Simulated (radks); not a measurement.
Results of a calculation; reference values are marked as such.
Question: Ionisation of In44+, [He] 2s2 2p1, to In45+, [He] 2s2, under several functionals. Scalar-relativistic Kohn-Sham, spin-unpolarised, spherical densities, point nucleus; a radial shooting solver on a logarithmic mesh with Libxc functionals. Known Delta-SCF values: BP86 7282.3 eV; exchange-only B88 7280.6 eV. What does PW91 give, and what is its highest occupied eigenvalue?

Answer: 7282.3 eV by Delta-SCF; the 2p eigenvalue is -7174.2 eV. NIST: 7442 eV (semi-empirical).

Beside tabulated values, note that spin-unpolarised runs miss the spin-polarisation part of the exchange energy of open shells.
